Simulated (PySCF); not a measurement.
# Levels of Ti¹¹⁺ from EOM-EA-GCCSD

Reference: closed-shell Ti¹²⁺, [Ne]; one electron is added. Calculated with PySCF 2.14, two-component X2C-1e with screened spin-orbit coupling, an uncontracted even-tempered set (18 s from 0.43 bohr⁻², ratio 2.6; 12 p from 0.55 bohr⁻², ratio 2.6; 6 d from 0.57 bohr⁻², ratio 2.8; 3 f from 22 bohr⁻², ratio 2.8); frozen 1s2; the 44 highest virtual spinors dropped; of the others 44 kept and the rest restored at second order. No Breit or QED terms. Binding energies in eV.

| level | Koopmans | second order | EOM-CCSD |
| --- | --- | --- | --- |
| 3s1/2 | 290.79 | 291.37 | 291.37 |
| 3p1/2 | 264.96 | 265.56 | 265.57 |
| 3p3/2 | 263.86 | 264.45 | 264.45 |
| 3d3/2 | 228.44 | 228.82 | 228.82 |
| 3d5/2 | 228.32 | 228.70 | 228.70 |

Electric-dipole lines between these computed levels:

```
lower  upper  ΔE (eV)  vacuum wavelength (nm)
3s1/2  3p1/2   25.805                   48.05
3s1/2  3p3/2   26.921                   46.05
3p1/2  3d3/2   36.749                   33.74
3p3/2  3d3/2   35.632                   34.80
3p3/2  3d5/2   35.750                   34.68
```

For comparison, the ionisation energy of Ti¹¹⁺ is 291.50 eV (semi-empirical (NIST evaluation); NIST Atomic Spectra Database, ionization energies).

Only part of the computed levels is shown.

The screened spin-orbit operator tends to give fine-structure splittings of light species too large.
